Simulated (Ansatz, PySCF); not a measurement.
Stretching the Se4–H5 bond in GaH3Se (SMILES [GaH2][SeH]) (multiplicity 1 held, fragments rigid). Energies count from the point at 1.471 Å.
Geometry at that point (charge 0, multiplicity 1):
```xyz
5

Ga     0.27486     0.01122    -1.15295
H     -0.80376    -0.57602    -2.11692
H      1.66170     0.60371    -1.55588
Se    -0.30399    -0.02840     1.11359
H      0.95712     0.59005     1.55217
```

R- and RO- levels are restricted; in cc, def2 and unpolarised 6-31G sets they are followed outwards from rest. U- levels take the lowest unrestricted solution at each point, which mixes spins at long bonds. Active spaces are followed from a long bond inwards. Curves can end on different states.

Correlated levels freeze the cores. Filled d and f shells under p-block atoms count as core. Rows in 3-21G carry no dispersion term and start afresh at each structure; the Pople sets are all-electron and without relativity.

Codes used: Ansatz (Gaussian basis) for Hartree–Fock, density functionals and correlated methods; PySCF for 3-21G rows. 

| level | energy at R = 4.709 Å (kcal/mol) |
|---|---|
| R-HF/3-21G | 170.18 |
| U-HF/cc-pVTZ | 57.65 |
| R-PBE/cc-pVTZ | 112.29 |
| U-PBE/cc-pVTZ | 80.96 |
| R-r2SCAN/cc-pVTZ | 121.44 |
| R-MP2/cc-pVTZ | (withheld) |
| CASSCF(4,3)/cc-pVTZ | (withheld) |
| FIC-NEVPT4(SD) on CASSCF(4,3)/cc-pVTZ | 80.92 |
| FIC-MRCISD on CASSCF(4,3)/cc-pVTZ | 80.33 |

Problem. Fill in the missing entries.

Solution. 
- R-MP2/cc-pVTZ, energy at R = 4.709 Å (kcal/mol): 101.48
- CASSCF(4,3)/cc-pVTZ, energy at R = 4.709 Å (kcal/mol): 71.33

Doubts at one or more of the structures used: a restricted determinant that unrestricted orbitals would lower (R-HF/3-21G, R-PBE/cc-pVTZ, R-r2SCAN/cc-pVTZ, R-MP2/cc-pVTZ); a spin-contaminated determinant (U-HF/cc-pVTZ, U-PBE/cc-pVTZ); active orbitals that take no part (CASSCF(4,3)/cc-pVTZ, FIC-NEVPT4(SD) on CASSCF(4,3)/cc-pVTZ, FIC-MRCISD on CASSCF(4,3)/cc-pVTZ).

Ansatz is an electronic-structure program.
